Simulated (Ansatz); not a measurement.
Basis sets compared for Ge18NH28, a doped nanocrystal cut from the lattice of germanium (N on a surface site). Total charge 0; doublet. Geometry r2SCAN-D4/def2-SVP. Ansatz on 11 threads of AMD EPYC 7R13 on a shared host and a whole NVIDIA H100 80GB HBM3; times are rough, and most runs start from earlier orbitals.

```xyz
47

Ge   -2.819   -2.812    1.339
Ge    0.307   -3.887    3.430
Ge   -1.315   -0.207    3.930
Ge   -0.849    0.395   -0.007
Ge    2.327   -0.312    2.428
Ge   -2.023    4.466   -3.240
Ge    1.303    3.426   -1.319
N     0.359   -2.795   -0.087
Ge    2.583   -0.449   -1.493
Ge   -0.380    0.908   -3.889
Ge   -1.733   -2.558    3.493
Ge   -1.296   -1.964   -0.347
Ge   -2.462    2.150   -3.812
Ge    2.306   -2.723    2.705
Ge    0.127    0.706    2.199
Ge    0.720    1.102   -1.729
Ge    3.784    0.132    0.533
Ge   -0.770    4.678   -1.174
Ge    1.714   -2.718   -1.368
H    -3.160   -4.295    1.086
H    -4.126   -2.000    1.270
H     0.047   -5.058    2.452
H     0.560   -4.533    4.809
H    -2.659    0.549    3.963
H    -0.642   -0.042    5.308
H    -2.164    1.203   -0.089
H     2.981    0.303    3.691
H    -3.346    5.251   -3.144
H    -1.192    5.093   -4.377
H     2.100    3.548   -0.005
H     2.177    3.978   -2.462
H     0.256   -3.752    0.257
H     3.509   -0.357   -2.727
H    -0.634   -0.576   -4.219
H     0.531    1.489   -4.989
H    -2.651   -3.132    4.596
H    -1.817   -2.217   -1.789
H    -3.377    1.519   -2.744
H    -3.198    2.075   -5.164
H     3.481   -3.102    3.651
H     0.300    2.226    2.435
H     4.203    1.615    0.479
H     5.063   -0.720    0.663
H    -1.601    4.111   -0.008
H    -0.498    6.166   -0.877
H     1.186   -3.158   -2.757
H     2.788   -3.721   -0.902
```

Single mean-field runs in def2-SVP, def2-TZVP are fitted with def2-universal-jkfit.

Binding counts from free atoms (Ge triplet, N quartet, H doublet) in the same basis, without a counterpoise term.

```tsv
level	functions	energy (Eh)	HOMO (eV)	LUMO (eV)	binding per atom (eV)	wall time
PBE-D4/def2-SVP	730	-37447.5508	-4.69	-3.61	2.89	12 s
PBE0-D4/def2-SVP	730	-37448.5773	-5.71	-2.81	2.88	20 s
```

(1) Estimate the rows for PBE-D4/def2-TZVP, PBE0-D4/def2-TZVP.

## Answers

(1) 
```csv
level,functions,energy (Eh),HOMO (eV),LUMO (eV),binding per atom (eV),wall time
PBE-D4/def2-TZVP,1063,-37452.3358,-4.76,-3.68,2.88,17 s
PBE0-D4/def2-TZVP,1063,-37453.3430,-5.74,-2.85,2.88,21 s
```
